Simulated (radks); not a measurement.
The numbers below are computed, except where a source is named.
Ionisation of Mo3+, [Kr] 4d3, to Mo4+, [Kr] 4d2, under several functionals. Dirac Kohn-Sham, spin-unpolarised, spherical densities, finite nucleus; open shells are shared between the two j in proportion to 2j + 1; a radial shooting solver on a logarithmic mesh with Libxc functionals.

functional,E(Mo3+) (hartree),Exc (hartree),IE (eV),-e(HOMO) (eV),<r> HOMO (bohr),IE error (eV)
exchange-only LDA,-4039.36507,-114.65910,38.148,31.491,1.629,-2.182
B86b exchange with PBE correlation,-4047.90082,-123.31929,39.520,32.807,1.613,-0.810
SOGGA,-4044.85813,-120.23559,39.371,32.660,1.611,-0.959
BP86,-4048.20620,-123.62919,39.559,32.858,1.610,-0.771
XLYP,-4048.31215,-123.72313,39.428,32.723,1.625,-0.902
OLYP,-4049.00070,-124.50996,39.592,32.831,1.607,-0.738
revPBE,-4047.55087,-122.96820,39.434,32.715,1.611,-0.896

NIST Atomic Spectra Database: 40.3 eV (semi-empirical). Closest: OLYP. The Delta-SCF values span 1.44 eV, the total energies 9.64 hartree. The highest occupied level is 4d5/2. Spin polarisation and multiplet splitting are left out, so open shells lie too high by an amount that depends on their filling. Sharing an open shell by 2j + 1 raises it above the true ground level by a part of the spin-orbit splitting, which enters the differences from NIST.

Beside tabulated values, note that spin-unpolarised runs miss the spin-polarisation part of the exchange energy of open shells.
